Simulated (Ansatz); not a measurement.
The lowest singlet and triplet of C2HN (SMILES [CH]C#N); geometries from B3LYP-D3(BJ)/def2-TZVP, each state relaxed from the structure named, with no frequency check, low spin by broken symmetry.
Singlet at the triplet's geometry (charge 0, multiplicity 1):
```xyz
4

C     -1.17131    -0.05933     0.30242
C      0.08255     0.00698    -0.01514
N      1.22504     0.03525    -0.37543
H     -2.04273     0.06735     0.90433
```

| level | gap E(singlet) − E(triplet), vertical, at the triplet's geometry (kJ/mol) | cost |
|---|---|---|
| R-HF/cc-pVDZ | 224.4 | - |
| R-HF/cc-pVTZ | 221.6 | - |
| R-HF/cc-pVQZ | 221.0 | - |
| R-SVWN5/def2-TZVPP | 99.8 | ×0.5 |
| U-SVWN5/def2-TZVPP (spin-contaminated) | 40.9 | ×2 |
| R-PBE/def2-TZVPP | 110.1 | ×1 |
| U-PBE/def2-TZVPP (spin-contaminated) | 33.9 | ×2 |
| R-r2SCAN/def2-TZVPP | 137.3 | ×1 |
| U-r2SCAN/def2-TZVPP (spin-contaminated) | 34.4 | ×4 |
| R-B3LYP/def2-TZVPP | 108.6 | ×0.7 |
| U-B3LYP/def2-TZVPP (spin-contaminated) | 36.2 | ×3 |
| R-PBE0/def2-TZVPP | 127.2 | ×0.7 |
| U-PBE0/def2-TZVPP (spin-contaminated) | 42.1 | ×2 |
| R-BHLYP/def2-TZVPP | 129.2 | ×0.9 |
| U-BHLYP/def2-TZVPP (spin-contaminated) | 45.2 | ×2 |
| R-wB97X-V/def2-TZVPP | 108.4 | ×2 |
| U-wB97X-V/def2-TZVPP (spin-contaminated) | 41.2 | ×6 |
| R-wB97M-V/def2-TZVPP | 102.8 | ×2 |
| U-wB97M-V/def2-TZVPP (spin-contaminated) | 53.2 | ×8 |
| R-B2PLYP/def2-TZVPP | 97.9 | ×1 |
| U-B2PLYP/def2-TZVPP (spin-contaminated) | 35.1 | ×5 |
| R-MP2/cc-pVDZ | 71.3 | - |
| R-MP2/cc-pVTZ | 55.1 | - |
| R-MP2/cc-pVQZ | 48.4 | - |
| R-SCS-MP2/cc-pVTZ | 36.2 | - |
| R-SCS-MP2/cc-pVQZ | 27.9 | - |
| R-CCSD(T)/cc-pVDZ | 114.7 | ×0.9 |
| R-CCSD(T)/cc-pVTZ | 104.6 | ×4 |
| R-CCSD(T)/cc-pVQZ | 101.6 | ×80 |
| R-CCSDT(Q)/cc-pVDZ | 101.4 | ×20 |
| SA-CASSCF(6,6)/cc-pVDZ | 110.2 | - |
| SA-CASSCF(6,6)/cc-pVTZ | 106.4 | - |
| SA-CASSCF(6,6)/cc-pVQZ | 105.7 | - |
| SC-NEVPT2 on SA-CASSCF(6,6)/cc-pVDZ | 99.9 | - |
| SC-NEVPT2 on SA-CASSCF(6,6)/cc-pVTZ | 90.1 | - |
| SC-NEVPT2 on SA-CASSCF(6,6)/cc-pVQZ | 86.8 | - |
| FIC-NEVPT4(SD) on SA-CASSCF(6,6)/cc-pVDZ | 103.5 | - |
| FIC-NEVPT4(SD) on SA-CASSCF(6,6)/cc-pVTZ | 92.5 | - |
| FIC-MRCISD+Q on SA-CASSCF(6,6)/cc-pVDZ | 102.9 | - |
| FIC-MRCISD+Q on SA-CASSCF(6,6)/cc-pVTZ | 92.3 | - |

The rows run from 27.9 (R-SCS-MP2/cc-pVQZ) to 224.4 kJ/mol (R-HF/cc-pVDZ). In cc-pVQZ the value moves R-HF 221.0, R-MP2 48.4, R-CCSD(T) 101.6, a shift of -119.3 from R-HF to R-CCSD(T). From cc-pVDZ to cc-pVQZ R-CCSD(T) changes by -13.1. The 9 R-functionals in def2-TZVPP without D3 or D4 span 39.4, from R-B2PLYP to R-r2SCAN.

A positive gap puts the triplet lower; no zero-point energy. R- takes a restricted singlet, here one determinant of a half-filled degenerate or near-degenerate pair, which mixes singlet states. U- takes an unrestricted singlet (broken symmetry where lower, unprojected). The triplet is unrestricted in single-reference levels. Active spaces average the two states.

Correlated levels freeze the cores.

Doubts at one or more of the structures used: a restricted determinant that unrestricted orbitals would lower (R-HF/cc-pVDZ, R-HF/cc-pVTZ, R-HF/cc-pVQZ, R-SVWN5/def2-TZVPP, R-PBE/def2-TZVPP, R-r2SCAN/def2-TZVPP, R-B3LYP/def2-TZVPP, R-PBE0/def2-TZVPP, R-BHLYP/def2-TZVPP, R-wB97X-V/def2-TZVPP, R-wB97M-V/def2-TZVPP, R-B2PLYP/def2-TZVPP, R-MP2/cc-pVDZ, R-MP2/cc-pVTZ, R-MP2/cc-pVQZ, R-SCS-MP2/cc-pVTZ, R-SCS-MP2/cc-pVQZ, R-CCSD(T)/cc-pVDZ, R-CCSD(T)/cc-pVTZ, R-CCSD(T)/cc-pVQZ, R-CCSDT(Q)/cc-pVDZ); a spin-contaminated determinant (R-HF/cc-pVDZ, R-HF/cc-pVTZ, R-HF/cc-pVQZ, R-MP2/cc-pVDZ, R-MP2/cc-pVTZ, R-MP2/cc-pVQZ, R-SCS-MP2/cc-pVTZ, R-SCS-MP2/cc-pVQZ, R-CCSD(T)/cc-pVDZ, R-CCSD(T)/cc-pVTZ, R-CCSD(T)/cc-pVQZ, R-CCSDT(Q)/cc-pVDZ).

The values were computed with Ansatz (a program for electronic structure) with Gaussian orbitals. Values without a source in brackets are computed.

Costs are rough ratios of core time to R-PBE/def2-TZVPP (about 5 s over the structures, on one shared machine); a dash marks a level with no comparable run of its own.
